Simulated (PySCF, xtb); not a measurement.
GeHFBr2, SMILES [F][GeH]([Br])[Br].

GFN2-xTB (xtb) at its own geometry gives an orbital gap of 5.12 eV and a dipole moment of 3.58 D.

Geometry: B3LYP-D3(BJ)/def2-SVP. The structure was generated by enumeration, and PubChem lists no compound with its InChIKey, so it may never have been made.

Question: What does CAM-B3LYP/def2-TZVP (PySCF) give? (The exact figures need the calculation; the answer reports its results.)

Answer: gap 9.30 eV (levels -10.18 and -0.88 eV), dipole 1.77 D.
